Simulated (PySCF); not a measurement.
**A series of derivatives of [SiH3]C1C[SiH2]1**

Parent skeleton `[SiH3:1][CH:2]1[CH2:3][SiH2:4]1`; one hydrogen on atom 2 is replaced by X. Hydrogens on one atom are averaged.

Calculated, not measured (PySCF): GIAO PBE0/pcSseg-1 shieldings, GFN2-xTB geometry. Isolated molecule, no relativistic terms, one averaged value for each set of equivalent atoms, one conformer.

References, each an isolated molecule treated in the same way: $^{29}$Si (σref 349.16) and $^{13}$C (σref 186.93) and $^{1}$H (σref 31.72) against TMS.

Question: Order these by the shift of C3, most shielded first.
A. X = Cl
B. X = vinyl
C. X = NHCHO
D. X = CH2F

Answer: D (1.6 ppm), B (3.7 ppm), C (8.8 ppm), A (14.0 ppm).

Question: Order these by the shift of Si4, most shielded first.
A. X = CH2F
B. X = 2-pyridyl
C. X = vinyl
D. X = OSiH3
E. X = OCHF2
F. X = Cl

Answer: D (-150.1 ppm), A (-137.8 ppm), E (-136.1 ppm), F (-133.6 ppm), B (-124.4 ppm), C (-116.4 ppm).

Question: Order these by the shift of H(C3), most shielded first.
A. X = vinyl
B. X = NHCHO
C. X = CH2F
D. X = OCHF2
E. X = 2-pyridyl

Answer: C (0.48 ppm), B (0.86 ppm), D (1.01 ppm), A (1.19 ppm), E (1.50 ppm).
